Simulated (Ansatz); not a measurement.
Sn₃O₃⁻, 6 atoms. Hardware: 4 threads of Intel Xeon Platinum 8259CL on a shared host.

In the def2 sets Sn takes a core potential; there is no spin–orbit coupling. Correlated methods freeze 15 core orbitals; core or outer-core shells of Sn are correlated, in sets that lack core-valence functions.

Q: How many basis functions does each of these Ansatz runs have, and roughly what does it cost? PBE-D4/def2-TZVPD, charge -1 doublet, energy and forces, from earlier orbitals; RPA@PBE/def2-TZVPD, charge -1 doublet, energy, from earlier orbitals; B2PLYP/def2-TZVPD, charge -1 doublet, energy, from earlier orbitals; B3LYP-D4/def2-SVPD, charge -1 doublet, relaxation, 9 steps; r2SCAN-D4/def2-TZVPD, charge -1 doublet, energy, from earlier orbitals; MP2/def2-TZVPD, charge -1 doublet, energy, from earlier orbitals; PBE0-D4/def2-TZVPD, charge -1 doublet, energy, from earlier orbitals; PBE0-D4/def2-SVP, charge -1 doublet, energy with a search over starts.

A: Other jobs shared the machine, so times can vary by a factor of up to 3. A dash marks memory too small to be measured apart from the calling script's.

| run | functions | fitting or Cholesky vectors | wall time | peak host memory (GiB) |
| --- | --- | --- | --- | --- |
| PBE0-D4/def2-SVP, charge -1 doublet, energy with a search over starts | 120 | 1404 | 6.5 s | – |
| PBE-D4/def2-TZVPD, charge -1 doublet, energy and forces, from earlier orbitals | 288 | 1764 | 7.5 s | 0.63 |
| r2SCAN-D4/def2-TZVPD, charge -1 doublet, energy, from earlier orbitals | 288 | 1764 | 13 s | 0.73 |
| RPA@PBE/def2-TZVPD, charge -1 doublet, energy, from earlier orbitals | 288 | 2274 | 20 s | 1.5 |
| PBE0-D4/def2-TZVPD, charge -1 doublet, energy, from earlier orbitals | 288 | 2016 | 21 s | 1.4 |
| B2PLYP/def2-TZVPD, charge -1 doublet, energy, from earlier orbitals | 288 | 2274 | 23 s | 1.6 |
| MP2/def2-TZVPD, charge -1 doublet, energy, from earlier orbitals | 288 | 2274 | 25 s | 1.5 |
| B3LYP-D4/def2-SVPD, charge -1 doublet, relaxation, 9 steps | 165 | 2079 | 66 s | 0.8 |
